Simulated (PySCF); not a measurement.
## Mn: excitation energy

Mn [Ar] 3d5 4s2 (6S) → Mn [Ar] 3d4 4s2 5s1 (6D), as a difference of total energies. All numbers are calculated (PySCF 2.14, the non-relativistic Hamiltonian (point nucleus), in aug-cc-pVTZ with one added diffuse shell each of s, p, d, f, g type (9s8p6d4f3g, 118 functions)). Correlated levels: valence: [Ar] frozen. The calculations carry no spin-orbit coupling.

| method | excitation energy (eV) |
| --- | --- |
| UHF | 10.931 |
| LDA | 12.453 |
| PBE | 12.076 |
| PBE0 | 11.942 |
| r2SCAN | 12.271 |
| B3LYP | 11.890 |
| PBEsol | 12.223 |
| r2SCAN0 | 12.092 |
| MP2 (valence) | 11.607 |
| SCS-MP2 (valence) | 11.008 |

Task: How much does correlation contribute at MP2 (valence)?

Result: 11.607 − (10.931) = 0.676 eV, measured against UHF.

A first-order spin-orbit estimate (lowest level to lowest level, LS coupling) adds -0.071 eV.

The upper state lies above the first ionisation limit, where it may autoionise and the basis confines it. A Rydberg-like electron needs more diffuse functions than a valence basis has.

The promoted electron is Rydberg-like, and one or two diffuse shells describe it only roughly, which tends to raise the upper state.
